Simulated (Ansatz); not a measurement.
Consider the formal hydrolysis of the Si–B bond: `FB(F)[Si](F)(F)F` + H₂O → `O[Si](F)(F)F` + `FBF`.

Isolated molecules relaxed with PBE0-D4/def2-TZVP in Ansatz; ΔE leaves out vibrations. CCSD(T)/CBS is the MP2 limit (def2-TZVPP, def2-QZVPP) plus CCSD(T) − MP2 in def2-TZVPP, frozen cores. This one scheme is used for every species. Functionals use def2-TZVPP. One conformer a species, not always the lowest.

```tsv
level	ΔE (kcal/mol)
r2SCAN-D4	-36.1
B97M-V	-36.4
CAM-B3LYP-D4	-36.3
BLYP	-33.4
MP2/def2-SVP	-37.4
CCSD/def2-TZVPP	-37.2
MP2/def2-QZVPP	-37.7
CCSD/CBS(def2)	-36.7
```

Question: What does CCSD(T)/CBS give? (Estimate.)

Answer: Ansatz gave: -35.9 kcal/mol. The listed levels differ from it by -0.2, -0.5, -0.4, 2.5, -1.5, -1.3, -1.8, -0.8 kcal/mol.

Largest T1 diagnostic among the species: 0.013.

In def2-TZVPP, CCSD(T) changes the Hartree–Fock value by +5.8 kcal/mol (the triples alone add +0.8 kcal/mol) and MP2 by +4.4 kcal/mol. Leaving LDA and LC-ωPBE aside and taking each functional with its dispersion term where it has one, the values, not all of them listed here, spread over 8.2 kcal/mol, from BHLYP-D4 to revPBE-D4. LDA lies −1.8 kcal/mol from PBE without D4. From r2SCAN to r2SCAN0 (25 % exact exchange), in def2-TZVPP and without D4, ΔE moves by −1.4 kcal/mol.
